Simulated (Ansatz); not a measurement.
Basis-set extrapolation for `C[SiH2]N(C)[SiH3]` (PBE0-D4/def2-TZVP geometry, frozen core, Ansatz). Multiplicity 1, RHF reference.

```json
{"": "HF", "def2-TZVPP": "-714.578481", "def2-QZVPP": "-714.603907"}
{"": "MP2 correlation", "def2-TZVPP": "-0.823382", "def2-QZVPP": "-0.878876"}
{"": "CCSD(T) correlation", "def2-TZVPP": "-0.924763", "def2-QZVPP": "not run"}
```

Energies in hartree. Use E(X) = E(∞) + A·exp(−7.88·√X) for Hartree–Fock and E(X) = E(∞) + B·X^(−2.97) for correlation, with X = 3 and 4, and add CCSD(T) minus MP2 of the smaller set to the MP2 limit.

Q: What is the CCSD(T) energy at the basis-set limit?

A: HF limit: -714.603907 + (-0.025426) × 0.13774 = -714.60741. MP2 limit: -0.878876 + (-0.055494) × 0.74074 = -0.91998. Higher-order term: -0.924763 − (-0.823382) = -0.10138. Total: -715.62877 hartree, 329.6 kJ/mol below CCSD(T)/def2-TZVPP.
